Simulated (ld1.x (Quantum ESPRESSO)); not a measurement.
**An all-electron radial function and its pseudo partner (O (Z = 8))**

Columns: radius, all-electron u(r) and pseudo u(r) of the 2s shell (level -24.18 eV) of oxygen in the configuration [He] 2s1.5 2p4.5; revPBE, non-relativistic, PAW scheme, ld1.x (Quantum ESPRESSO) 7.5.

```tsv
r (bohr)	all-electron	pseudo
0.085	0.4129	-0.1629
0.170	0.3264	-0.3201
0.255	0.0710	-0.4663
0.340	-0.2100	-0.5972
0.425	-0.4583	-0.7096
0.510	-0.6549	-0.8016
0.595	-0.7975	-0.8726
0.680	-0.8909	-0.9228
0.765	-0.9433	-0.9531
0.850	-0.9631	-0.9645
0.935	-0.9581	-0.9581
1.020	-0.9349	-0.9349
1.105	-0.8991	-0.8991
1.190	-0.8548	-0.8548
1.275	-0.8054	-0.8054
1.360	-0.7534	-0.7534
1.445	-0.7005	-0.7005
1.530	-0.6481	-0.6481
1.615	-0.5972	-0.5972
1.700	-0.5483	-0.5483
1.785	-0.5020	-0.5020
1.870	-0.4584	-0.4584
1.955	-0.4177	-0.4177
2.040	-0.3799	-0.3799
2.125	-0.3450	-0.3450
2.210	-0.3128	-0.3128
```

How many radial nodes do the two functions have?

The all-electron 2s function has n − l − 1 = 1; the pseudo-wave has 0, since the states of the same l below it are removed with the core.

At about which radius was the pseudo-wave matched?

0.95 bohr, where the columns begin to agree (steps of 0.09 bohr).

Is the pseudo-wave norm-conserving?

No, it belongs to a PAW set: the norm inside the radius is not constrained, and the difference is carried by the augmentation charge.
